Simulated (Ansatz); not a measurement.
Ti2F2⁺. The state is a doublet with charge 1. Geometry r2SCAN-D4/def2-SVP, that of the neutral singlet; atoms count from 1.

Cartesian coordinates in Å:
```
Ti -0.830 -0.627 -0.476
Ti 1.087 -0.298 -0.195
F -0.108 1.204 -0.677
F -0.150 -0.279 1.349
```

The charge 1 doublet is spin-contaminated (final ⟨S²⟩ up to 1.20, 0.75 for a pure state). The structure comes from a short search, and lower isomers may exist.

Estimate the Mulliken populations from the PBE0/def2-TZVP orbitals of Ansatz.


```
atom  charge (e)  spin (α − β)  d electrons
 Ti1        0.98         -0.45         2.63
 Ti2        0.94          1.47         2.63
  F3       -0.46         -0.01            –
  F4       -0.46         -0.01            –
```
Mulliken values and Mayer orders depend strongly on the basis.

Where does the spin sit?

Summed by element: Ti 1.02, F -0.02, of 1 unpaired in all. Largest on single atoms: Ti2 1.47, Ti1 -0.45, F3 -0.01.

And the Mayer bond orders between bonded heavy atoms (over 0.3)?

Ti1–Ti2 2.10 (1.97 Å); Ti1–F3 0.47 (1.98 Å); Ti1–F4 0.47 (1.98 Å); Ti2–F3 0.47 (1.98 Å); Ti2–F4 0.47 (1.98 Å).
